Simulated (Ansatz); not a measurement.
PPAsSb tetrahedron (SbAsP₂): single points at one geometry.

```yaml
crystal:
  periodic: [false, false, false]
  atoms:
    - {symbol: P, position_ang: [-1.231933, 0.459148, -0.516417]}
    - {symbol: P, position_ang: [-0.361902, -0.875330, 1.047848]}
    - {symbol: As, position_ang: [0.685442, 1.172062, 0.618652]}
    - {symbol: Sb, position_ang: [0.908392, -0.755880, -1.150083]}
basis:
  gaussian: {orbitals: def2-TZVP, initial_orbitals: start.molden}
hamiltonian: {xc: pbe, dispersion: d4}
scf: {omitted_lower_state_checks: [starts]}
output: {forces: true, orbitals: {seedname: orbitals}}
```

The file start.molden holds the orbitals of an earlier run on this structure, at another level or in another basis.

```sh
$ ansatz run in.yaml --threads 4 --pin off --events-out ev --progress --plain --max-ram 3916MiB
```

Output, abridged:

```
Functional definition: PBE
1296 factors; their error is unknown
mean field evaluation 1: about -85941.9827 eV, gradient 1.3e1 eV
mean field evaluation 2: about -85942.0982 eV, gradient 1.6e-1 eV
mean field evaluation 4: about -85942.0866 eV, gradient 2.3e-4 eV
mean field evaluation 8: about -85942.0866 eV, gradient 1.1e-5 eV
mean field -85942.08660712 eV, -3158.3134291730 hartree, gradient 1.1e-5 eV, S^2 0.000000; 0 other end points of the search recorded, 0 dependent functions left out
reference -85942.08664064 eV, -3158.3134304048 hartree; 43, 43 occupied and 129, 129 virtual orbitals, 1296 factors
Total energy: -85942.35939390 eV, -3158.3234539025 hartree
Atom 0 at    -1.231933     0.459148    -0.516417 Å, force     0.084134    -0.120177     0.043075 eV/Å
Atom 1 at    -0.361902    -0.875330     1.047848 Å, force    -0.020923     0.040962    -0.145811 eV/Å
Atom 2 at     0.685442     1.172062     0.618652 Å, force     0.042263     0.085125     0.049114 eV/Å
Atom 3 at     0.908392    -0.755880    -1.150083 Å, force    -0.105474    -0.005910     0.053621 eV/Å
Dipole moment:     0.200293    -0.054947    -0.158277 e Å
Checks for a lower state left out: starts
```

Hardware: 4 threads of Arm Neoverse V1 on a shared host. Wall time 2.8 s.

As the first input, with `hamiltonian: {xc: {name: LC-wPBE, parameters: {omega: 0.2/bohr}}}`, `output: {orbitals: {seedname: orbitals}}` (abridged; 2.6 s):

```
Functional definition: LC-wPBE
mean field -85943.78024143 eV, -3158.3756690860 hartree, gradient 1.6e-5 eV, S^2 0.000000
Total energy: -85943.78024145 eV, -3158.3756690867 hartree
Checks for a lower state left out: starts
```

First input, but with `hamiltonian: {xc: {name: LC-wPBE, parameters: {omega: 0.3/bohr}}}`, `output: {orbitals: {seedname: orbitals}}` (abridged; 2.7 s):

```
Functional definition: LC-wPBE
mean field -85944.34308295 eV, -3158.3963531304 hartree, gradient 1.3e-5 eV, S^2 0.000000
Total energy: -85944.34308296 eV, -3158.3963531307 hartree
Checks for a lower state left out: starts
```

First input, but with `hamiltonian: {xc: lda}`, `output: {orbitals: {seedname: orbitals}}` (abridged; 1.2 s):

```
Functional definition: SPW92
mean field -85792.62487596 eV, -3152.8208118618 hartree, gradient 1.5e-5 eV, S^2 0.000000
Total energy: -85792.62490757 eV, -3152.8208130233 hartree
Checks for a lower state left out: starts
```

As the first input, with `hamiltonian: {xc: {name: LC-wPBE, parameters: {omega: 0.1/bohr}}}`, `output: {orbitals: {seedname: orbitals}}` (abridged; 3 s):

```
Functional definition: LC-wPBE
mean field -85943.38256449 eV, -3158.3610547280 hartree, gradient 1.4e-5 eV, S^2 0.000000
Total energy: -85943.38256457 eV, -3158.3610547311 hartree
Checks for a lower state left out: starts
```

The first input with `hamiltonian: {xc: hse06, dispersion: d4}`, `output: {orbitals: {seedname: orbitals}}` (abridged; 4.2 s):

```
Functional definition: HSE06
mean field -85944.97904587 eV, -3158.4197243366 hartree, gradient 1.8e-5 eV, S^2 0.000000
Total energy: -85945.19980026 eV, -3158.4278369109 hartree
Checks for a lower state left out: starts
```

Geometry: r2SCAN-D4/def2-SVP.

In the def2 sets Sb takes a core potential; there is no spin–orbit coupling. HSE06 is defined as in plane-wave codes, on full-range PBE exchange.
